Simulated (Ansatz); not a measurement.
`C[N](C)[Al]([SH])[Br]` at its PBE0-D4/def2-TZVP geometry, where that method's forces vanish. Total charge 0; spin multiplicity 1.

```xyz
13

C    -0.9000   -0.5573    1.3395
N    -0.2655   -0.0987    0.1266
C    -1.1757   -0.0508   -0.9940
Al    1.4259    0.3618   -0.0150
S     2.2105    1.0338   -1.9303
Br    2.7781    0.2593    1.7871
H    -1.3110   -1.5688    1.2172
H    -0.1877   -0.5828    2.1662
H    -1.7300    0.1016    1.6297
H    -0.6712    0.2977   -1.8988
H    -1.5975   -1.0418   -1.2104
H    -2.0157    0.6301   -0.7996
H     3.4396    1.2159   -1.4182
```

(1) What forces (eV/Å) does B3LYP-D4/def2-TZVPP give on these atoms in the Gaussian-basis code of Ansatz? (Estimate.)

Results:

(1) Computed: 
```
C1  -0.103 -0.098  0.293
N2   0.211  0.058 -0.018
C3  -0.173  0.023 -0.272
Al4 -0.036 -0.004 -0.008
S5   0.054  0.028 -0.063
Br6  0.077 -0.008  0.108
H7   0.011  0.045  0.016
H8  -0.065 -0.005 -0.047
H9   0.032 -0.037 -0.005
H10 -0.049 -0.024  0.051
H11  0.009  0.048  0.001
H12  0.030 -0.034 -0.018
H13  0.002  0.010 -0.039
```

B3LYP here is the variant with VWN-RPA as its local correlation; programs differ in this.
